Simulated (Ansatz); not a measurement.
**Molecular dynamics of Ge₂H₆O**

The input (input.yaml):

```yaml
crystal:
  periodic: [false, false, false]
  atoms:
    - { symbol: Ge, position_ang: [0.380525, -0.069319, -0.687901] }
    - { symbol: Ge, position_ang: [1.004226, -0.003644, 1.946536] }
    - { symbol: H, position_ang: [-0.402093, -0.002021, 2.631697] }
    - { symbol: H, position_ang: [1.834081, -1.197581, 2.498537] }
    - { symbol: H, position_ang: [1.702582, 1.326416, 2.350901] }
    - { symbol: H, position_ang: [1.793317, 0.431184, -0.234678] }
    - { symbol: O, position_ang: [-0.896391, 1.205775, -0.471616] }
    - { symbol: H, position_ang: [-1.320486, 1.142013, 0.405125] }
    - { symbol: H, position_ang: [0.00654, -1.439721, -0.037901] }
basis:
  gaussian: { orbitals: def2-SVP }
hamiltonian:
  xc: pbe
  dispersion: d4
md:
  timestep: 0.5
  n_steps: 200
  ensemble: nve
  temperature: 300.0
  initial_velocities: maxwell_boltzmann
  seed: 11248
```

Launched with:

```bash
$ ansatz run input.yaml --threads 4 --pin off --max-ram 5120MiB --backend cpu --events-out ev --progress --plain --runs-dir out
```

It starts at the highest image of a converged band, a first-order saddle point between two minima.

Output, in part (step lines, the closing report, with atoms numbered from 0):

```
md step     0: t =     0.00 fs  T =   300.0 K  F+E_penalty+E_count = -115144.50073418 eV  E_kin = 0.271446 eV  conserved = -115144.22928819 eV  (27 SCF iters)
[... lines left out ...]
Total energy: -115144.69896464 eV, -4231.4896390703 hartree
Atom 0 at     0.295464    -0.088401    -1.045634 Å, force     0.193621    -0.100657    -0.235435 eV/Å
Atom 1 at     1.072642     0.046863     2.232969 Å, force    -0.928574    -2.318226    -2.216312 eV/Å
Atom 2 at    -0.430852    -0.377222     1.950202 Å, force     0.371764     0.541890     0.300235 eV/Å
Atom 3 at     1.439999    -0.832492     3.376627 Å, force     0.569844    -0.497390     0.917329 eV/Å
Atom 4 at     1.379695     1.470964     2.405204 Å, force     0.277797     1.332161     0.016629 eV/Å
Atom 5 at     1.717897    -0.699309     0.834768 Å, force    -0.315532     1.033597     1.135454 eV/Å
Atom 6 at    -0.759255     1.146288    -0.219129 Å, force     0.096380     0.057217     0.200609 eV/Å
Atom 7 at    -1.248208     0.890698     0.590576 Å, force    -0.061679    -0.197504    -0.207015 eV/Å
Atom 8 at    -0.221936    -1.512497    -0.413775 Å, force    -0.203620     0.148912     0.088505 eV/Å
Dipole moment:     0.056208    -0.046842     0.458159 e Å
```

The steps, from the saved trajectory:

```json
{"time (fs)": "0", "T (K)": "300", "potential energy less start (eV)": "0.000", "conserved less start (meV/atom)": "0.00"}
{"time (fs)": "3", "T (K)": "209", "potential energy less start (eV)": "0.083", "conserved less start (meV/atom)": "0.09"}
{"time (fs)": "6", "T (K)": "253", "potential energy less start (eV)": "0.043", "conserved less start (meV/atom)": "0.04"}
{"time (fs)": "9", "T (K)": "294", "potential energy less start (eV)": "0.006", "conserved less start (meV/atom)": "0.04"}
{"time (fs)": "12", "T (K)": "302", "potential energy less start (eV)": "-0.001", "conserved less start (meV/atom)": "0.10"}
{"time (fs)": "15", "T (K)": "508", "potential energy less start (eV)": "-0.188", "conserved less start (meV/atom)": "0.02"}
{"time (fs)": "18", "T (K)": "597", "potential energy less start (eV)": "-0.269", "conserved less start (meV/atom)": "-0.02"}
{"time (fs)": "21", "T (K)": "423", "potential energy less start (eV)": "-0.111", "conserved less start (meV/atom)": "0.02"}
{"time (fs)": "24", "T (K)": "271", "potential energy less start (eV)": "0.027", "conserved less start (meV/atom)": "0.06"}
{"time (fs)": "27", "T (K)": "340", "potential energy less start (eV)": "-0.036", "conserved less start (meV/atom)": "0.03"}
{"time (fs)": "30", "T (K)": "502", "potential energy less start (eV)": "-0.183", "conserved less start (meV/atom)": "0.01"}
{"time (fs)": "33", "T (K)": "537", "potential energy less start (eV)": "-0.215", "conserved less start (meV/atom)": "-0.02"}
{"time (fs)": "36", "T (K)": "341", "potential energy less start (eV)": "-0.036", "conserved less start (meV/atom)": "0.08"}
{"time (fs)": "39", "T (K)": "331", "potential energy less start (eV)": "-0.028", "conserved less start (meV/atom)": "0.03"}
{"time (fs)": "42", "T (K)": "359", "potential energy less start (eV)": "-0.053", "conserved less start (meV/atom)": "0.03"}
{"time (fs)": "45", "T (K)": "361", "potential energy less start (eV)": "-0.055", "conserved less start (meV/atom)": "0.08"}
{"time (fs)": "48", "T (K)": "543", "potential energy less start (eV)": "-0.220", "conserved less start (meV/atom)": "-0.01"}
{"time (fs)": "51", "T (K)": "489", "potential energy less start (eV)": "-0.171", "conserved less start (meV/atom)": "-0.08"}
{"time (fs)": "54", "T (K)": "252", "potential energy less start (eV)": "0.045", "conserved less start (meV/atom)": "0.18"}
{"time (fs)": "57", "T (K)": "635", "potential energy less start (eV)": "-0.304", "conserved less start (meV/atom)": "-0.15"}
{"time (fs)": "60", "T (K)": "556", "potential energy less start (eV)": "-0.231", "conserved less start (meV/atom)": "0.05"}
{"time (fs)": "63", "T (K)": "533", "potential energy less start (eV)": "-0.210", "conserved less start (meV/atom)": "0.06"}
{"time (fs)": "66", "T (K)": "684", "potential energy less start (eV)": "-0.347", "conserved less start (meV/atom)": "-0.02"}
{"time (fs)": "69", "T (K)": "711", "potential energy less start (eV)": "-0.371", "conserved less start (meV/atom)": "0.07"}
{"time (fs)": "72", "T (K)": "808", "potential energy less start (eV)": "-0.461", "conserved less start (meV/atom)": "-0.11"}
{"time (fs)": "75", "T (K)": "503", "potential energy less start (eV)": "-0.182", "conserved less start (meV/atom)": "0.14"}
{"time (fs)": "78", "T (K)": "632", "potential energy less start (eV)": "-0.300", "conserved less start (meV/atom)": "-0.03"}
{"time (fs)": "81", "T (K)": "729", "potential energy less start (eV)": "-0.388", "conserved less start (meV/atom)": "-0.04"}
{"time (fs)": "84", "T (K)": "555", "potential energy less start (eV)": "-0.230", "conserved less start (meV/atom)": "0.09"}
{"time (fs)": "87", "T (K)": "677", "potential energy less start (eV)": "-0.341", "conserved less start (meV/atom)": "0.01"}
{"time (fs)": "90", "T (K)": "757", "potential energy less start (eV)": "-0.415", "conserved less start (meV/atom)": "-0.11"}
{"time (fs)": "93", "T (K)": "428", "potential energy less start (eV)": "-0.114", "conserved less start (meV/atom)": "0.17"}
{"time (fs)": "96", "T (K)": "612", "potential energy less start (eV)": "-0.283", "conserved less start (meV/atom)": "-0.07"}
{"time (fs)": "99", "T (K)": "579", "potential energy less start (eV)": "-0.253", "conserved less start (meV/atom)": "0.02"}
```

All steps were run. The conserved energy stayed within 0.19 meV per atom of its start (net change 0.095 meV per atom), so the integration is sound. The kinetic energy rose, since the run started high on the potential surface and went downhill. It ends in pieces (GeH2O + GeH4), so much of that is their flight and rotation, not heat. A run of 0.1 ps of so small a system gives no equilibrium averages. The orbitals stay closed-shell, which can raise the energy where a bond breaks towards radicals; this wasn't checked here.

Between its relaxed ends the band would form Ge2–H6 and break Ge1–Ge2, Ge1–H6. These pairs go: Ge2–H6 2.36 → 1.71 Å, Ge1–Ge2 2.71 → 3.37 Å, Ge1–H6 1.57 → 2.44 Å. In the last frame they stand as after the step (other bonds may differ from the relaxed reactants and products). These pairs come and go: their bonding changes 7 times, last at 68 of 100 fs, so the outcome isn't settled. It ends as GeH2O + GeH4. Pairs count as bonded within 1.25 times the sum of covalent radii (0.12 Å more for H–H).

Last frame:

```xyz
9
Properties=species:S:1:pos:R:3
Ge 0.295 -0.088 -1.046
Ge 1.073 0.047 2.233
H -0.431 -0.377 1.950
H 1.440 -0.833 3.377
H 1.380 1.471 2.405
H 1.718 -0.699 0.835
O -0.759 1.146 -0.219
H -1.248 0.891 0.591
H -0.222 -1.512 -0.414
```

The run took 2.5 min on 4 threads of AMD EPYC 7B13 (Zen 3), with other jobs on the host, peak memory 0.19 GiB.
